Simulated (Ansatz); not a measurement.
`C[SiH](F)Cl` + `O[SiH2][SiH](O)Cl` → `C[SiH](F)[SiH2]O` + `O[SiH](Cl)Cl`  (redistribution)

Calculated with Ansatz (gas phase, PBE0-D4/def2-TZVP geometries, no zero-point term in ΔE). CCSD(T)/CBS is the MP2 limit (def2-TZVPP, def2-QZVPP) plus CCSD(T) − MP2 in def2-TZVPP, frozen cores. This one scheme is used for every species. Functionals use def2-TZVPP. B3LYP here is the variant with VWN-RPA as its local correlation; programs differ in this. Each species was taken in one conformer, which may not be the lowest.

| level | ΔE (kcal/mol) | difference from CCSD(T)/CBS |
| --- | --- | --- |
| PBE-D4 | 2.2 | -0.2 |
| r2SCAN-D4 | 2.3 | -0.1 |
| PBE0-D4 | 2.3 | -0.1 |
| B3LYP-D4 | 2.5 | 0.1 |
| ωB97X-V | 2.4 | 0.0 |
| ωB97M-V | 2.5 | 0.1 |
| B2PLYP | 2.4 | 0.0 |
| PBE | 2.0 | -0.4 |
| r2SCAN | 2.3 | -0.1 |
| PBE0 | 2.2 | -0.2 |
| B3LYP | 2.3 | -0.1 |
| HF/def2-TZVPP | 2.6 | 0.2 |
| MP2/def2-TZVPP | 2.5 | 0.1 |
| SCS-MP2/def2-TZVPP | 2.4 | 0.0 |
| CCSD/def2-TZVPP | 2.5 | 0.1 |
| CCSD(T)/def2-TZVPP | 2.4 | 0.0 |
| HF/def2-QZVPP | 2.5 | 0.1 |
| MP2/def2-QZVPP | 2.5 | 0.1 |
| SCS-MP2/def2-QZVPP | 2.4 | 0.0 |
| HF/CBS(def2) | 2.5 | 0.1 |
| MP2/CBS(def2) | 2.5 | 0.1 |
| CCSD/CBS(def2) | 2.5 | 0.1 |
| CCSD(T)/CBS | 2.4 | 0 |

Largest T1 diagnostic among the species: 0.012.
